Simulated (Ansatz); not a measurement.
Consider the ligand exchange at a Ga–N bond: `[SiH3][N]([SiH3])[GaH2]` + `O[SiH3]` → `[SiH3][O][GaH2]` + `[SiH3]N[SiH3]`.

Gas-phase electronic energies from Ansatz, PBE0-D4/def2-TZVP geometries. CCSD(T)/CBS is the MP2 limit (def2-TZVPP, def2-QZVPP) plus CCSD(T) − MP2 in def2-TZVPP, frozen cores. This one scheme is used for every species. Functionals use def2-TZVPP. For Ga outer-core shells are correlated without core-valence functions, which leaves a few kJ/mol of doubt a bond. Scalar relativity is left out up to krypton.

CCSD(T)/CBS gives -16.6 kJ/mol.

(1) Another level gave -21.1 kJ/mol. Which?
A. B2PLYP/def2-TZVPP
B. BHLYP/def2-TZVPP
C. HF/def2-TZVPP
D. PBE-QIDH/def2-TZVPP

Largest T1 diagnostic among the species: 0.014.

Answers

(1) D. PBE-QIDH -21.1, B2PLYP -27.7, BHLYP -35.0, HF/def2-TZVPP -42.9 kJ/mol.

The D4 term adds +8.7 kJ/mol with B3LYP and +4.7 kJ/mol with PBE0; it sums over pairs of atoms, weighted by their polarisabilities, and B3LYP, whose exchange is more repulsive, gets the larger term. Leaving LDA and LC-ωPBE aside and taking each functional with its dispersion term where it has one, the values, not all of them listed here, spread over 12.4 kJ/mol, from CAM-B3LYP-D4 to revPBE-D4. LDA lies +8.1 kJ/mol from PBE without D4.

B3LYP here is the variant with VWN-RPA as its local correlation; programs differ in this.
